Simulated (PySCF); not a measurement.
Fill in the blanks.

Compound: C4H2F6.
InChI=1S/C4H2F6/c1-2(5)3(6,7)4(8,9)10/h1H2

Conformer (atom-mapped SMILES and torsion angles): `[CH2:1]=[C:2]([F:3])[C:4]([F:5])([F:6])[C:7]([F:8])([F:9])[F:10]`: C1–C2–C4–F5 -118°, C2–C4–C7–F8 69°.

```tsv
property	level	value
point group of the GFN2-xTB geometry	GFN2-xTB	C1
rotational constants A, B, C of the GFN2-xTB geometry	GFN2-xTB	?
dipole moment	PBE0/def2-SVPD	2.35 D
HOMO energy	PBE0/def2-SVPD	?
LUMO energy	PBE0/def2-SVPD	?
lowest singlet excitation	TDDFT PBE0/def2-SVPD	7.39 eV (168 nm, f = 0.358)
lowest triplet excitation (Tamm–Dancoff)	TDA PBE0/def2-SVPD	4.31 eV
static isotropic polarisability	PBE0/def2-SVPD	?
electronic spatial extent ⟨r²⟩ about the centre of nuclear charge	PBE0/def2-SVPD	1158 bohr²
13C chemical shifts (computed TMS as zero) by class	GIAO PBE0/pcSseg-1	?
1H chemical shifts (computed TMS as zero) by class	GIAO PBE0/pcSseg-1	5.74 (1 H), 5.69 (1 H) ppm
isotropic shieldings of nuclei other than C and H, by class	GIAO PBE0/pcSseg-1	265 (3 F), 289 (1 F), 310 (2 F) ppm
largest of the computed one-bond spin–spin couplings (means over like bonds)	B3LYP/pcJ-1, spin–dipole term left out for some pairs	?
```

Gas-phase values; electronic properties from PySCF, density fitting. Isolated species at its GFN2-xTB geometry (one conformer only). NMR classes are plain means over equivalent atoms (diastereotopic ones count apart unless rotation or inversion swaps them), as if these changed places fast; in this geometry the members of some classes differ.

**Question.** The rotational constants A, B, C of the GFN2-xTB geometry?

**Answer.** 1.839, 1.194, 1.076 GHz.

**Question.** The LUMO energy?

**Answer.** -1.08 eV.

**Question.** The HOMO energy?

**Answer.** -8.76 eV.

**Question.** What are the 13C chemical shifts (computed TMS as zero) by class?

**Answer.** 166.5 (1 C), 128.2 (1 C), 116.5 (1 C), 106.2 (1 C) ppm.

**Question.** Give the static isotropic polarisability.

**Answer.** 53.7 au.

**Question.** What are the largest of the computed one-bond spin–spin couplings (means over like bonds)?

**Answer.** 19F–13C -359.6 (×3), 19F–13C -342.0, 19F–13C -317.9 (×2), 13C–1H +176.1, 13C–1H +170.3 Hz.

The principal polarisabilities are 45.3, 50.4 and 65.4 au; their mean is the isotropic value. With B = h/(8π²I), that is 505.379 GHz u Å² over I, the principal moments of inertia are 274.8, 423.1 and 469.5 u Å² (most abundant isotopes); the inertial defect Ic − Ia − Ib is -228.4 u Å² (zero for a rigid planar frame, negative otherwise). No computed singlet falls in the visible range (750 to 380 nm, 1.65 to 3.26 eV); S1 lies 4.13 eV above its blue end. The vertical singlet–triplet gap S1 − T1 is 3.08 eV (TDDFT singlet less Tamm–Dancoff triplet; S1: HOMO→LUMO, weight 0.94; T1: HOMO→LUMO, weight 0.96).

For the NMR shielding job (PBE0/pcSseg-1), hardware: one thread of an Arm Neoverse V2, shared host. Cost: 21 s wall.
